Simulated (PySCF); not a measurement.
Fractional electron number in Ti²⁺ (titanium, charge +2)

The 3d alpha orbital of [Ar] 3d2 is emptied in steps (occupation f), with all orbitals relaxed, ending at [Ar] 3d1. Calculation: PySCF 2.14, in def2-TZVPPD; the non-relativistic Hamiltonian (point nucleus). The exact energy is a straight line in f; departures are measured from the line between the end points of the same method.

| f | BHandHLYP (eV) | wB97X (eV) | CAM-B3LYP (eV) |
| --- | --- | --- | --- |
| 1 | 0.000 | 0.000 | 0.000 |
| 0.8 | -0.489 | -0.406 | -0.589 |
| 0.6 | -0.736 | -0.615 | -0.891 |
| 0.4 | -0.739 | -0.620 | -0.898 |
| 0.2 | -0.495 | -0.417 | -0.603 |
| 0 | 0.000 | 0.000 | 0.000 |

Problem. For CAM-B3LYP, how does the orbital energy at f = 1 compare with the removal energy?

Solution. −ε = 24.423 eV against a total-energy difference of 28.075 eV. By Janak's theorem ε = ∂E/∂f, so the gap between them reflects the curvature. Along the path −ε is 25.840 (f = 0.8), 27.298 (f = 0.6), 28.792 (f = 0.4), 30.315 (f = 0.2) eV.

```json
{"method": "BHandHLYP", "E(f=0) − E(f=1) (eV)": "27.845", "−ε at f=1 (eV)": "24.804", "−ε at f=0.4 (eV)": "28.447"}
{"method": "wB97X", "E(f=0) − E(f=1) (eV)": "27.623", "−ε at f=1 (eV)": "25.116", "−ε at f=0.4 (eV)": "28.114"}
{"method": "CAM-B3LYP", "E(f=0) − E(f=1) (eV)": "28.075", "−ε at f=1 (eV)": "24.423", "−ε at f=0.4 (eV)": "28.792"}
```

Reference removal energy between the ground levels: 27.492 eV (measured; NIST Atomic Spectra Database, ionization energies). The calculation has no spin-orbit coupling.
